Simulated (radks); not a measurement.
Question: Radial electron density D(r) = 4 pi r^2 rho(r) of an atom or ion with 66 electrons. Method: Dirac Kohn-Sham, Slater X-alpha with alpha = 0.684, spin-unpolarised, spherical densities, finite nucleus; Fermi nuclear charge, rms radius of each element as measured or else 0.836 A^(1/3) + 0.57 fm; computed with a radial shooting solver on a logarithmic mesh with Libxc functionals.

| r (bohr) | D(r) (e/bohr) |
|---|---|
| 0.001191 | 6.696 |
| 0.001387 | 8.506 |
| 0.001615 | 10.76 |
| 0.00188 | 13.54 |
| 0.002188 | 16.94 |
| 0.002568 | 21.28 |
| 0.00299 | 26.22 |
| 0.003481 | 32.01 |
| 0.004052 | 38.66 |
| 0.004717 | 46.11 |
| 0.005491 | 54.21 |
| 0.006444 | 63.14 |
| 0.007502 | 71.56 |
| 0.008734 | 79.34 |
| 0.01017 | 85.83 |
| 0.01184 | 90.37 |
| 0.01389 | 92.48 |
| 0.01617 | 91.82 |
| 0.01882 | 89.02 |
| 0.02192 | 85.24 |
| 0.02551 | 82.27 |
| 0.02994 | 82.20 |
| 0.03485 | 86.59 |
| 0.04058 | 95.31 |
| 0.04724 | 106.3 |
| 0.05499 | 115.8 |
| 0.06453 | 119.6 |
| 0.07513 | 115.0 |
| 0.08746 | 104.6 |
| 0.1018 | 94.44 |
| 0.1185 | 90.93 |
| 0.138 | 96.10 |
| 0.1619 | 104.8 |
| 0.1885 | 105.9 |
| 0.2195 | 93.82 |
| 0.2555 | 72.70 |
| 0.2974 | 54.36 |
| 0.349 | 48.05 |
| 0.4063 | 52.55 |
| 0.473 | 57.18 |
| 0.5507 | 54.04 |
| 0.6411 | 43.41 |
| 0.7523 | 30.43 |
| 0.8758 | 21.29 |
| 1.02 | 16.01 |
| 1.187 | 12.80 |
| 1.382 | 9.985 |
| 1.622 | 6.929 |
| 1.888 | 4.327 |
| 2.198 | 2.434 |
| 2.559 | 1.314 |
| 2.979 | 0.7550 |
| 3.467 | 0.4849 |
| 4.069 | 0.3142 |
| 4.737 | 0.1889 |
| 5.515 | 0.09501 |
| 6.42 | 0.03802 |
| 7.474 | 0.01166 |
| 8.771 | 0.002428 |
| 10.21 | 0.0003855 |

What is the nuclear charge?

Answer: Z = 67. The innermost maximum, from 1s, lies near gamma/Z bohr with gamma = sqrt(1 - (Z/c)^2) = 0.872, here 0.013 bohr (found: 0.0143), and its height grows with Z. The density is that of the holmium ion Ho+ in [Xe] 4f11 6s1; the configuration itself is not fixed sharply by these data, and Z only to a few units. D(r) has 4 maxima, at r = 0.0143, 0.0640, 0.178, 0.485 bohr, and minima at 0.0279, 0.117, 0.346 bohr, inside which lie 2.02, 11.18, 29.59 electrons.
